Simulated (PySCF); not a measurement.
trans-butane (C₄H₁₀), singlet, at a GFN2-xTB geometry; SVWN5/6-31G* (PySCF).

Here is a job for PySCF.
```python
from pyscf import gto, scf, dft

mol = gto.M(
    atom='''
C     0.69972710    1.81214548   -0.01176203
C     0.70675440    0.28853896    0.00289920
C    -0.70675440   -0.28853896   -0.00289920
C    -0.69972710   -1.81214548    0.01176203
H     1.71545059    2.20096356   -0.00734751
H    -1.71545059   -2.20096356    0.00734751
H     0.18011936    2.19963272    0.86211672
H     0.19425279    2.18273075   -0.90112412
H    -0.19425279   -2.18273075    0.90112412
H    -0.18011936   -2.19963272   -0.86211672
H     1.24912394   -0.08031491   -0.87090544
H     1.23499164   -0.06341428    0.89219486
H    -1.23499164    0.06341428   -0.89219486
H    -1.24912394    0.08031491    0.87090544
''',
    basis='6-31g*',
    verbose=4,
    symmetry=True,
)

mf = dft.RKS(mol)
mf.xc = 'lda,vwn'
mf.irrep_nelec = {'Ag': 14, 'Bg': 4, 'Au': 6, 'Bu': 10}
mf.kernel()
mf.analyze()
```

What the program printed (banner, timings and long lists left out):

```
PySCF version 2.14.0

[INPUT] verbose = 4
[INPUT] num. atoms = 14
[INPUT] num. electrons = 34
[INPUT] charge = 0
[INPUT] spin (= nelec alpha-beta = 2S) = 0
[INPUT] symmetry True subgroup None
[INPUT] Mole.unit = angstrom
[INPUT] Symbol           X                Y                Z      unit          X                Y                Z       unit  Magmom
[...]
nuclear repulsion = 131.251156895084
point group symmetry = C2h
symmetry origin: [-1.30614473e-17 -8.16340459e-19  0.00000000e+00]
symmetry axis x: [ 0.90809383 -0.41861449  0.01129165]
symmetry axis y: [-0.41869005 -0.90811345  0.00534889]
symmetry axis z: [-0.00801497  0.009585    0.99992194]
num. orbitals of irrep Ag = 26
num. orbitals of irrep Bg = 12
num. orbitals of irrep Au = 12
num. orbitals of irrep Bu = 26
number of shells = 44
number of NR pGTOs = 148
number of NR cGTOs = 76
basis = 6-31g*
ecp = {}

******** <class 'pyscf.dft.rks_symm.SymAdaptedRKS'> ********
method = SymAdaptedRKS
initial guess = minao
damping factor = 0
level_shift factor = 0
DIIS = <class 'pyscf.scf.diis.CDIIS'>
diis_start_cycle = 1
diis_space = 8
diis_damp = 0
SCF conv_tol = 1e-09
SCF conv_tol_grad = None
SCF max_cycles = 50
direct_scf = True
direct_scf_tol = 1e-13
XC library pyscf.dft.libxc version 7.1.2
    S. Lehtola, C. Steigemann, M. J. T. Oliveira, and M. A. L. Marques,  SoftwareX 7, 1–5 (2018)
XC functionals = lda,vwn
    P. A. M. Dirac,  Math. Proc. Cambridge Philos. Soc. 26, 376 (1930)
    F. Bloch,  Z. Phys. 57, 545 (1929)
    S. H. Vosko, L. Wilk, and M. Nusair,  Can. J. Phys. 58, 1200 (1980)
radial grids:
    Treutler-Ahlrichs [JCP 102, 346 (1995); DOI:10.1063/1.469408] (M4) radial grids

becke partition: Becke, JCP 88, 2547 (1988); DOI:10.1063/1.454033
pruning grids: <function nwchem_prune>
grids dens level: 3
symmetrized grids: True
atomic radii adjust function: <function treutler_atomic_radii_adjust>
small_rho_cutoff = 0
Freeze 34 electrons in irreps ['Ag', 'Bg', 'Au', 'Bu']
    0 free electrons in irreps
Set gradient conv threshold to 3.16228e-05
Initial guess from minao.
tot grids = 154552
init E= -156.824574363404
HOMO (Au) = 0.0512425029637028  LUMO (Bu) = -0.417112922517678  gap/eV = -12.74460

WARN: Ag HOMO -0.376437510288682 > system LUMO -0.417112922517678

WARN: Ag LUMO 0.0124914602618995 < system HOMO 0.0512425029637028

WARN: Bg HOMO -0.362437137469142 > system LUMO -0.417112922517678

WARN: Au HOMO 0.0512425029637028 > system LUMO -0.417112922517678

[...]

WARN: Au HOMO 0.0738008424175216 > system LUMO -0.391168070402984

WARN: Bu LUMO -0.391168070402984 < system HOMO 0.0738008424175216

cycle= 10 E= -156.015717137588  delta_E= -2.24e-09  |g|= 7.18e-06  |ddm|= 0.000686
HOMO (Au) = 0.0738010627880193  LUMO (Bu) = -0.391167983579399  gap/eV = -12.65245

WARN: Ag HOMO -0.331426463271163 > system LUMO -0.391167983579399

WARN: Ag LUMO 0.0305454071238938 < system HOMO 0.0738010627880193

WARN: Bg HOMO -0.312197814137772 > system LUMO -0.391167983579399

WARN: Au HOMO 0.0738010627880193 > system LUMO -0.391167983579399

WARN: Bu LUMO -0.391167983579399 < system HOMO 0.0738010627880193

cycle= 11 E= -156.015717137611  delta_E= -2.28e-11  |g|= 6.19e-07  |ddm|= 2.41e-05
HOMO (Au) = 0.0738010709598746  LUMO (Bu) = -0.391167961291633  gap/eV = -12.65245

WARN: Ag HOMO -0.331426448011943 > system LUMO -0.391167961291633

WARN: Ag LUMO 0.0305454332740425 < system HOMO 0.0738010709598746

WARN: Bg HOMO -0.312197796214523 > system LUMO -0.391167961291633

WARN: Au HOMO 0.0738010709598746 > system LUMO -0.391167961291633

WARN: Bu LUMO -0.391167961291633 < system HOMO 0.0738010709598746

Extra cycle  E= -156.015717137609  delta_E= 1.53e-12  |g|= 1.46e-06  |ddm|= 2.55e-06
converged SCF energy = -156.015717137609
**** SCF Summaries ****
Total Energy =                        -156.015717137609101
Nuclear Repulsion Energy =             131.251156895083682
One-electron Energy =                 -468.283115654299763
Two-electron Energy =                  181.016241621606980
Two-electron Coulomb Energy =          204.704595543863775
DFT Exchange-Correlation Energy =      -23.688353922256780
HOMO-LUMO gap [eV] =                   -12.652451823941597
Wave-function symmetry = Ag
occupancy for each irrep:     Ag   Bg   Au   Bu
                               7    2    3    5
**** MO energy ****
[...]
 ** Mulliken pop on meta-lowdin orthogonal AOs  **
 ** Mulliken pop  **
 ** Mulliken atomic charges  **
charge of    0C =     -0.21341
charge of    1C =     -0.10871
charge of    2C =     -0.10871
charge of    3C =     -0.21341
charge of    4H =      0.21141
charge of    5H =      0.21141
charge of    6H =      0.04389
charge of    7H =      0.04389
charge of    8H =      0.04389
charge of    9H =      0.04389
charge of   10H =      0.01146
charge of   11H =      0.01146
charge of   12H =      0.01146
charge of   13H =      0.01146
Dipole moment(X, Y, Z, Debye): -0.00000, -0.00000,  0.00000
```
